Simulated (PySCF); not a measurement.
## BeZn: energy against distance

Set-up: basis Be x2c-SVPall, Zn x2c-SVPall; spin-free X2C with a Gaussian nucleus; PySCF 2.14. Energies in eV from Be + Zn in their ground configurations at the same level. State: ¹Σ⁺ (singlet), closed shell.

All columns are PW91. A positive dipole means Be(−)Zn(+).

| R (Å) | E (eV) | μ (D) | Mulliken charge on Be (basis-dependent) | HOMO (eV) | LUMO (eV) | Mayer bond order | ⟨S²⟩ |
| --- | --- | --- | --- | --- | --- | --- | --- |
| 2.501 | -0.155 | 0.62 | -0.03 | -4.68 | -2.46 | 0.50 | 0.00 |
| 2.617 | -0.187 | 0.57 | -0.03 | -4.77 | -2.38 | 0.44 | 0.00 |
| 2.733 | -0.198 | 0.52 | -0.04 | -4.85 | -2.32 | 0.38 | 0.00 |
| 2.821 | -0.196 | 0.48 | -0.04 | -4.92 | -2.31 | 0.34 | 0.00 |
| 2.908 | -0.190 | 0.45 | -0.04 | -4.98 | -2.31 | 0.30 | 0.00 |
| 2.995 | -0.180 | 0.41 | -0.04 | -5.03 | -2.31 | 0.27 | 0.00 |
| 3.112 | -0.164 | 0.37 | -0.04 | -5.11 | -2.30 | 0.23 | 0.00 |
| 3.257 | -0.142 | 0.32 | -0.03 | -5.19 | -2.29 | 0.19 | 0.00 |
| 3.431 | -0.117 | 0.27 | -0.03 | -5.27 | -2.28 | 0.15 | 0.00 |
| 3.664 | -0.087 | 0.21 | -0.02 | -5.37 | -2.25 | 0.11 | 0.00 |

A fit through these points gives, at Re = 2.759 Å, μ = 0.51 D and dμ/dR = -0.409 D/Å; the reduced mass is 7.899 u.

Question: How strong is the fundamental in the double-harmonic approximation, I = 42.26·(dμ/dR)²/μred km/mol?

Answer: I = 42.26·(-0.409)²/7.899 = 0.895 km/mol at PW91.

Closed-shell solutions of metal pairs were not tested for spin polarisation, which can lower them a little. The bond is weak. Basis-set superposition, not corrected here, can be much of De in a small basis, most of all at correlated wavefunction levels. Functionals without a dispersion term scatter widely for such bonds, and LDA overbinds them.
